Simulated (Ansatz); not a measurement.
Reaction (formal hydrolysis of the In–Se bond): `[F][InH][SeH]` + H₂O → `[OH][InH][F]` + H₂Se

Calculated with Ansatz (gas phase, PBE0-D4/def2-TZVP geometries, no zero-point term in ΔE). CCSD(T)/CBS is the MP2 limit (def2-TZVPP, def2-QZVPP) plus CCSD(T) − MP2 in def2-TZVPP, frozen cores. This one scheme is used for every species. DFT in def2-TZVPP. Elements past krypton have def2 core potentials. For In, Se outer-core shells are correlated without core-valence functions, which leaves a few kJ/mol of doubt a bond. Scalar relativity is left out up to krypton. Each species was taken in one conformer, which may not be the lowest.

`[F][InH][SeH]`:

Cartesian coordinates in Å:
```
F 0.455 1.674 -0.782
In 0.446 0.250 0.556
Se -0.996 -1.597 -0.254
H 1.369 0.502 1.958
H -1.273 -0.830 -1.477
```

H₂O:

Z-matrix (Å, degrees):
```
O
H 1 0.960
H 1 0.960 2 105.1
```

`[OH][InH][F]`:

Z-matrix (Å, degrees):
```
In
O 1 1.966
F 1 1.944 2 106.4
H 1 1.691 2 134.0 3 -180.0
H 2 0.960 1 113.7 3 180.0
```

H₂Se:

Cartesian coordinates in Å:
```
Se 0.161 0.231 0.624
H -0.190 0.871 -0.648
H 0.028 -1.102 0.025
```

```csv
level,ΔE (eV)
PBE0-D4,0.99
B2PLYP,0.87
SCS-MP2/def2-QZVPP,0.88
HF/CBS(def2),0.95
```

Problem. What does CCSD(T)/CBS give? (An estimate is asked.)

Solution. The calculation gave: +0.92 eV. The listed levels differ from it by 0.07, -0.05, -0.04, 0.03 eV.

Largest T1 diagnostic among the species: 0.017.

From PBE to PBE0 (25 % exact exchange), in def2-TZVPP and without D4, ΔE moves by +0.08 eV. In def2-TZVPP, CCSD(T) changes the Hartree–Fock value by −0.08 eV (the triples alone add −0.01 eV) and MP2 by −0.04 eV.
